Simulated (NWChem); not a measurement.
Species: Si2H4O, singlet; SMILES [SiH3][Si]O

```xyz
7

Si    -0.7267     0.8717    -0.0034
O      0.7918     1.6202     0.0020
H      1.5898     1.0577    -0.0423
Si     0.0951    -1.4507    -0.0034
H      1.5566    -1.5044    -0.4114
H     -0.6669    -2.4181    -0.8766
H      0.0286    -1.9904     1.4098
```
Atoms are numbered in this order, from 1.

Results from NWChem. Pople sets run with spherical d functions. Low-valent species are run as closed-shell singlets; no triplet was tried in these runs. The geometry was optimised at PBE-D3(BJ)/def2-SVP. Ions are spin-unrestricted doublets at the neutral geometry; other ion states weren't tried.

**Question.** What does the run give for LDA (Slater exchange, VWN5)/6-31+G*? Quantities: vertical ionisation energy, ΔSCF (eV); −ε(HOMO) (eV).

**Answer.** The vertical ionisation energy, ΔSCF (eV) is 8.49. The −ε(HOMO) (eV) comes out as 5.50.
